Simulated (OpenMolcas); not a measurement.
Ta II.

```json
{"Program": "OpenMolcas 26.06", "Basis": "ANO-R3 [9s7p6d4f3g2h]", "Scalar Hamiltonian": "X2C, finite nucleus", "Active space": "4 electrons in 6 orbitals (5d 6s)", "State averaging": "2S+1 = 5 even, 15 roots; 2S+1 = 3 even, 95 roots kept (CI in the orbitals of an earlier block); 2S+1 = 1 even, 77 roots kept (CI in the orbitals of an earlier block)", "Spin-orbit coupling": "state interaction with AMFI integrals over the reference wave functions, term energies averaged over their components"}
```

Two sets of levels on these reference wave functions, in cm-1 above 5d3 6s 5F1: one from CASSCF and one from MS-CASPT2, IPEA 0.25 Eh, imaginary shift 0.1 Eh (closed shells correlated: 5s 5p).

| Level | Set 1 | Set 2 |
| --- | --- | --- |
| 5d3 6s 5F1 | 0.0 | 0.0 |
| 5d3 6s 5F2 | 1099 | 1085 |
| 5d3 6s 5F3 | 2700 | 2780 |
| 5d3 6s 5F4 | 4550 | 4610 |
| 5d3 6s 3P0(1) | 6260 | 3360 |
| 5d3 6s 5F5 | 6500 | 6460 |
| 5d3 6s 3P1(1) | 7560 | 4900 |
| 5d2 6s2 3F2 | 10610 | 4400 |
| 5d3 6s 5P1 | 12670 | 11210 |
| 5d2 6s2 3F3 | 12720 | 6910 |
| 5d4 5D0 [74 %] | 14420 | 12920 |
| 5d2 6s2 3F4 [60 %] | 14440 | 9030 |
| 5d3 6s 5P3 | 14440 | 13140 |
| 5d4 5D1 [73 %] | 15020 | 13740 |
| 5d4 5D3 | 17090 | 16060 |
| 5d3 6s 3G5 [55 %] | 17530 | 14590 |

**Question.** Which set is which?

**Answer.** Set 2 is MS-CASPT2. Its levels of the other terms of 5d3 6s lie at 0.54 to 0.91 of the other set's values, as expected, since terms of lower spin or lower L gain more correlation energy than the Hund ground term. Against 7 measured levels (NIST Handbook of Basic Atomic Spectroscopic Data) the mean absolute deviation is 380 cm-1 with it and 2700 cm-1 without; single levels miss by up to 1200 cm-1 with it.

CASPT2 does not keep the components of a term degenerate, so their means are used; among the terms shown or strongly mixed into the levels shown the widest spread is 880 cm-1 (5d3 6s 5F, MS-CASPT2). Terms from blocks run as CI alone lack orbitals of their own. Configurations are named by rounded mean occupations; where the s occupation lies near a half they are strongly mixed, a name can repeat and a true partner stay unpaired. A single d shell beside an s shell can misplace configurations of different d count against each other. Without dynamic correlation excited terms often stand tens of per cent too high (terms of higher spin than the ground term too low), and those without a measured partner can miss by more than the paired ones (holds for CASSCF). Blocks of more than 70 roots (2S+1 = 3 even, 1 even) ran without multistate coupling (holds for MS-CASPT2). The CASPT2 spread within a term exceeds the gap to the next term for 5d3 6s 3D(1) and 5d3 6s 3H, so the order of their levels is uncertain (holds for MS-CASPT2). Measured partners are found by configuration, term and J. A level has none where our copy of the source lacks it or the pairing is in doubt (some pairs that miss far off the trend of their configuration count as doubtful), and it then counts in no deviation. Only configurations of the active space appear. Levels that lie high or do not pair safely by name in every column are left out.

A share in square brackets marks a mixed level and gives the weight of the term that names it, the lowest over the columns. A number in round brackets counts repeated terms of one configuration in the order of the reference energies.
